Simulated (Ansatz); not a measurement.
A nudged elastic band was laid between two geometries of FH5N2OSi2 (11 atoms, charge 0, multiplicity 1).

The calculation used RKS BHLYP-D4/def2-SVP in Ansatz.

```yaml
movable_images: 5
climbing_image: yes
spring: 5.0 eV/Å²
optimiser: quadratic models (default)
start_path: IDPP
force_threshold: 0.05 eV/Å
iteration_limit: 60
end_points: relaxed
```

First end point:

```xyz
11
Properties=species:S:1:pos:R:3
N 1.831 0.864 -0.376
Si 0.186 0.841 0.020
N -0.313 -0.456 1.073
Si -1.393 -1.047 -0.122
F -1.012 -2.491 -0.715
O -0.908 0.198 -1.106
H 2.298 1.709 -0.658
H 2.338 0.037 -0.641
H -0.178 2.218 0.384
H -0.022 -0.758 1.984
H -2.827 -1.115 0.158
```

Last end point:

```xyz
11
Properties=species:S:1:pos:R:3
N 1.831 0.867 -0.376
Si 0.186 0.840 0.021
N -0.312 -0.458 1.072
Si -1.393 -1.048 -0.123
F -1.014 -2.492 -0.716
O -0.907 0.196 -1.107
H 2.339 0.041 -0.645
H 2.297 1.713 -0.655
H -0.179 2.216 0.386
H -0.022 -0.760 1.983
H -2.827 -1.115 0.158
```

Q: What changes between the two ends?

A: No bond is made or broken. The dihedral H8–N1–Si2–Si4 goes from -6 to 154°. The two ends are copies of one structure, up to a mirror image or an exchange of like atoms.

Q: Give the energies along the band, and the barrier.

A: The forces met the threshold. The highest image is number 3 of 0 to 6, 0.243 eV above the ends, which have the same energy within 2 meV. A vibrational analysis at the climbing image gives one clearly imaginary mode, 330i cm⁻¹: a first-order saddle point.

```json
{"image": "0", "path coordinate (Å)": "0.00", "energy (eV)": "0.000", "dihedral H8–N1–Si2–Si4 (°)": "-6"}
{"image": "1", "path coordinate (Å)": "0.55", "energy (eV)": "0.051", "dihedral H8–N1–Si2–Si4 (°)": "-27"}
{"image": "2", "path coordinate (Å)": "1.09", "energy (eV)": "0.178", "dihedral H8–N1–Si2–Si4 (°)": "-55"}
{"image": "3", "path coordinate (Å)": "1.65", "energy (eV)": "0.243", "dihedral H8–N1–Si2–Si4 (°)": "-81"}
{"image": "4", "path coordinate (Å)": "2.35", "energy (eV)": "0.156", "dihedral H8–N1–Si2–Si4 (°)": "-123"}
{"image": "5", "path coordinate (Å)": "3.04", "energy (eV)": "0.048", "dihedral H8–N1–Si2–Si4 (°)": "-165"}
{"image": "6", "path coordinate (Å)": "3.74", "energy (eV)": "0.000", "dihedral H8–N1–Si2–Si4 (°)": "154"}
```

Q: What is the geometry of the highest image?

A: 
```xyz
11
Properties=species:S:1:pos:R:3
N 1.838 0.927 -0.362
Si 0.229 0.870 0.205
N -0.299 -0.579 1.026
Si -1.380 -0.921 -0.264
F -1.030 -2.236 -1.118
O -0.870 0.473 -1.014
H 1.999 0.977 -1.355
H 2.570 0.410 0.096
H -0.148 2.113 0.890
H -0.091 -1.022 1.901
H -2.818 -1.012 -0.004
```

Q: What are the harmonic wavenumbers there?

A: 330i, 103, 233, 266, 290, 323, 407, 446, 593, 675, 731, 767, 799, 849, 884, 922, 931, 942, 1012, 1018, 1079, 1588, 2352, 2393, 3692, 3788, 3796 cm⁻¹.

The band took 10 iterations and about 5 core-minutes.

Time of the run: 2.8 min on 2 threads of Arm Neoverse V1, with other jobs on the host, peak memory 0.3 GiB.
